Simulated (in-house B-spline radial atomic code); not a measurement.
A radial electron density 4πr²n(r) was computed for an atom or ion in its tabulated ground configuration with a B-spline radial code for spherical atoms; method: Dirac-Hartree-Fock, average of configuration. Columns: r (bohr), 4πr²n(r) (electrons per bohr), bar.

```
0.000587    2.769 #
0.000706     3.74 #
0.000848    5.021 ##
 0.00102    6.727 ##
 0.00122    8.888 ###
 0.00147    11.81 ####
 0.00177    15.55 #####
 0.00212    20.15 #######
 0.00255       26 #########
 0.00307    33.18 ###########
 0.00369    41.63 ##############
 0.00443    51.24 ##################
 0.00532     61.8 #####################
  0.0064    72.83 #########################
 0.00769    83.25 #############################
 0.00924    91.98 ################################
  0.0111     97.8 ##################################
  0.0133     99.8 ##################################
   0.016    97.95 ##################################
  0.0193    93.41 ################################
  0.0231    89.31 ###############################
  0.0278    89.03 ###############################
  0.0334    95.43 #################################
  0.0402    108.1 #####################################
  0.0482    121.5 ##########################################
   0.058      128 ############################################
  0.0697    122.1 ##########################################
  0.0837    107.2 #####################################
   0.101    95.01 #################################
   0.121    96.94 #################################
   0.145    108.7 #####################################
   0.175    112.2 #######################################
    0.21    93.54 ################################
   0.252    62.05 #####################
   0.303    39.48 ##############
   0.364    33.75 ############
   0.437    31.45 ###########
   0.525    21.85 ########
   0.631    9.716 ###
   0.759    2.561 #
   0.912   0.3778 
     1.1  0.02663 
    1.32 0.0009132 
    1.58 1.36e-05
```

(1) Which atom or ion is it?
A. Lu34+
B. Lu35+
C. W35+
D. Hf34+

Answers

(1) A. The area under the curve, ∫4πr²n dr = ∫r·4πr²n d(ln r) on this logarithmic grid, is 37 electrons, which only this option has. The configuration is [Kr] 4d1.
